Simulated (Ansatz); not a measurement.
Geometry optimisation, Ansatz, RKS BHLYP/def2-SVP.

Input file:

```yaml
crystal:
  periodic: [false, false, false]
  atoms:
    - { symbol: Ge, position_ang: [-0.055416, -0.278745, -0.040163] }
    - { symbol: Cl, position_ang: [-0.059222, -0.440629, 2.166986] }
    - { symbol: Ge, position_ang: [2.241812, -0.210343, -0.821065] }
    - { symbol: H, position_ang: [2.607317, -1.54205, -1.493749] }
    - { symbol: H, position_ang: [2.404825, 0.920257, -1.839594] }
    - { symbol: H, position_ang: [3.191108, 0.011078, 0.358855] }
    - { symbol: H, position_ang: [-0.879946, 0.95994, -0.37414] }
    - { symbol: H, position_ang: [-0.816078, -1.535984, -0.483871] }
    - { symbol: O, position_ang: [1.291191, 2.175617, 0.967801] }
    - { symbol: H, position_ang: [2.161617, 2.098066, 1.359819] }
    - { symbol: H, position_ang: [0.694093, 1.974794, 1.715219] }
basis:
  gaussian: { orbitals: def2-SVP }
hamiltonian:
  xc: { name: BHLYP }
relax:
  f_tol: 0.03
  max_steps: 50
output:
  orbitals: {}
```

Run as:

```bash
$ ansatz run input.yaml --threads 4 --pin off --max-ram 5120MiB --backend cpu --events-out ev --progress --plain --runs-dir out
```

Task: Where does it end, and by what steps?

Result: It converged. The force dipped under the threshold on the way, but the program's further checks kept it going. After 11 steps the energy has fallen by 0.065 eV; H10 moved furthest, 0.56 Å.

```
step  energy less start (eV)  largest force component (eV/Å)  accepted
   0                  0.0000                           0.913       yes
   1                  0.0020                           1.373        no
   2                 -0.0169                           0.907       yes
   3                 -0.0325                           0.520       yes
   4                 -0.0421                           0.162       yes
   5                 -0.0476                           0.178       yes
   6                 -0.0545                           0.420       yes
   7                 -0.0521                           0.703        no
   8                 -0.0598                           0.188       yes
   9                 -0.0632                           0.024       yes
  10                 -0.0644                           0.147       yes
  11                 -0.0650                           0.017       yes
```

```xyz
11
Properties=species:S:1:pos:R:3
Ge -0.130 -0.363 -0.091
Cl -0.180 -0.343 2.111
Ge 2.199 -0.226 -0.775
H 2.536 -1.446 -1.646
H 2.447 1.040 -1.591
H 3.093 -0.257 0.463
H -1.004 0.806 -0.539
H -0.804 -1.688 -0.463
O 1.356 2.224 1.011
H 2.184 2.640 1.239
H 1.084 1.745 1.796
```

The run took 38 s on 4 threads of Arm Neoverse V1, on a shared host, peak memory 0.39 GiB.
